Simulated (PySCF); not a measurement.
Computed shifts of a molecule Cl2FH3Si2, KT2/pcSseg-1 run with PySCF, GIAO, gas phase, atoms alike by connectivity averaged where their shifts nearly agree, in ppm (number of nuclei): ²⁹Si: 24.4 (1), -0.5 (1). ¹⁹F: -287.5 (1). ¹H: 6.63 (1), 5.71 (2). References: ²⁹Si against TMS (σ = 361.9 ppm); ¹⁹F against CFCl3 (σ = 127.1 ppm); ³⁵Cl against HCl (σ = 945.4 ppm); ¹H against TMS (σ = 31.47 ppm), references at their B3LYP-D3(BJ)/def2-TZVP geometries, non-relativistic (without spin–orbit terms, shifts of atoms bonded to Cl or Br come out too high). Geometry optimised at B3LYP-D3(BJ)/def2-SVP. One conformer was computed; it need not be the lowest.

**Question.** Identify the compound among the candidates.
A. F[SiH2][SiH](Cl)Cl
B. F[Si]([SiH3])(Cl)Cl
C. F[Si@H](Cl)[SiH2]Cl

**Answer.** A, F[SiH2][SiH](Cl)Cl
